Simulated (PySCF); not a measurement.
## Working out the ionisation energy of W⁺

W⁺ [Xe] 4f14 5d4 6s1 (6D) → W²⁺ [Xe] 4f14 5d4 (5D). All numbers are calculated (PySCF 2.14, scalar relativity through the core potential, in def2-QZVPPD with the def2 core potential (60 electrons)). Frozen: nothing. Energies in hartree (1 hartree = 27.21139 eV):

```
             part  W⁺ (lower)  W²⁺ (upper)
              UHF  -66.103924   -65.554108
MP2 opposite-spin   -0.201069    -0.189875
    MP2 same-spin   -0.116517    -0.092726
```

Problem. What does Hartree-Fock give?

Solution. (-65.554108) − (-66.103924) = 0.549816 hartree = 14.961 eV.

Problem. What do MP2 and SCS-MP2 (6/5 opposite-spin, 1/3 same-spin) give?

Solution. The opposite-spin parts differ by 0.305 eV and the same-spin parts by 0.647 eV. MP2: 14.961 + (0.305) + (0.647) = 15.913 eV. SCS-MP2: 14.961 + 1.2 × (0.305) + (0.647)/3 = 15.543 eV.

Reference: 16.37 ± 0.15 eV (semi-empirical (NIST evaluation); NIST Atomic Spectra Database, ionization energies), between the lowest levels; spin-orbit coupling is absent from the calculation.

What remains against the reference includes basis incompleteness and correlation beyond second order.
